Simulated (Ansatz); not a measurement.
The first iterations of a band of GaH₃O (5 atoms, charge 0, multiplicity 1).

All numbers below come from RKS B3LYP-D4/def2-SVP (Ansatz 0.2.0).

| Item | Value |
| --- | --- |
| movable images | 5 |
| climbing image | yes |
| spring | 5.0 eV/Å² |
| optimiser | quadratic models (default) |
| start path | through a guess of the saddle point |
| force threshold | 0.5 eV/Å |
| iteration limit | 60 |
| end points | relaxed |

Image 0:

```xyz
5
Properties=species:S:1:pos:R:3
Ga 0.481 -0.002 0.017
O 0.784 -0.156 1.779
H -0.008 -0.238 2.326
H 1.796 0.128 -0.813
H -1.008 -0.015 -0.481
```

Image 6:

```xyz
5
Properties=species:S:1:pos:R:3
Ga -0.118 0.259 -1.018
O 1.057 0.118 1.026
H 0.546 -0.362 1.693
H 1.971 -0.192 1.091
H -1.411 -0.104 0.036
```

| iteration | highest image above the first end (eV) | largest band force component (eV/Å) |
| --- | --- | --- |
| 1 | 4.748 | 6.300 |
| 2 | 3.248 | 2.916 |

**Question.** Does the band converge within its limit, and where does its top end?

**Answer.** The forces met the threshold. It ended after 6 iterations with the highest image 2.540 eV above the first end. The threshold of 0.5 eV/Å is loose, so the images may lie well off the minimum-energy path. Neighbouring images differ by up to 1.3 eV, so the band resolves the path poorly. The order of the stationary point at the top wasn't checked. The orbitals stay closed-shell, which can raise the energy where a bond breaks towards radicals; this wasn't checked here.

The run took 54 s on 1 thread of Arm Neoverse V1, on a shared host, peak memory 0.12 GiB.
